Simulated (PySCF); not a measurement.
**2-pyridinecarboxaldehyde (O=Cc1ccccn1, C6H5NO)**

Molfile (atoms numbered from 1):
```
C6H5NO
     RDKit          3D

 13 13  0  0  0  0  0  0  0  0999 V2000
    3.0592    0.6685    0.1959 O   0  0  0  0  0  0  0  0  0  0  0  0
    2.3392   -0.2764    0.0012 C   0  0  0  0  0  0  0  0  0  0  0  0
    0.8508   -0.2059    0.0079 C   0  0  0  0  0  0  0  0  0  0  0  0
    0.2055    1.0102    0.2491 C   0  0  0  0  0  0  0  0  0  0  0  0
   -1.1844    1.0239    0.2455 C   0  0  0  0  0  0  0  0  0  0  0  0
   -1.8610   -0.1702    0.0028 C   0  0  0  0  0  0  0  0  0  0  0  0
   -1.1173   -1.3305   -0.2270 C   0  0  0  0  0  0  0  0  0  0  0  0
    0.2100   -1.3528   -0.2254 N   0  0  0  0  0  0  0  0  0  0  0  0
    2.7284   -1.3038   -0.2040 H   0  0  0  0  0  0  0  0  0  0  0  0
    0.8082    1.9024    0.4309 H   0  0  0  0  0  0  0  0  0  0  0  0
   -1.7354    1.9497    0.4288 H   0  0  0  0  0  0  0  0  0  0  0  0
   -2.9525   -0.2079   -0.0095 H   0  0  0  0  0  0  0  0  0  0  0  0
   -1.6253   -2.2822   -0.4203 H   0  0  0  0  0  0  0  0  0  0  0  0
  1  2  2  0
  2  3  1  0
  3  4  2  0
  4  5  1  0
  5  6  2  0
  6  7  1  0
  7  8  2  0
  8  3  1  0
  2  9  1  0
  4 10  1  0
  5 11  1  0
  6 12  1  0
  7 13  1  0
M  END
```

The calculation used quadratic response CAM-B3LYP/aug-cc-pVDZ first hyperpolarisability, Taylor convention, gas phase in PySCF. Geometry: PBE0-D3(BJ)/def2-SVP.

(1) Give β for the processes computed.

(2) Which lowest excitations, dipole and polarisabilities go with it?

## Answers

(1) In au, Taylor convention; the vector part is βᵢ = ⅓ Σⱼ (βᵢⱼⱼ + βⱼᵢⱼ + βⱼⱼᵢ); β∥ is 3/5 of the vector part along the dipole, the dipole points from − to +:
```csv
process,λ (nm),β vector norm,β∥,β HRS,depolarisation ratio
"static β(0;0,0)",∞,171.5,83.7,80.3,3.60
"second harmonic β(−2ω;ω,ω)",1907,188.6,94.4,87.9,3.64
"Pockels β(−ω;ω,0)",1907,176.9,87.1,–,–
"second harmonic β(−2ω;ω,ω)",1064,236.6,124.3,109.0,3.77
"Pockels β(−ω;ω,0)",1064,189.9,95.2,–,–
```

(2) S1 3.70 eV (f = 0.000); S2 4.66 eV (f = 0.001); S3 5.19 eV (f = 0.128); dipole 3.78 D; isotropic α 79.8 au static, 80.1 au at 1907 nm, 80.8 au at 1064 nm, 81.1 au at 953.5 nm, 84.4 au at 532 nm.
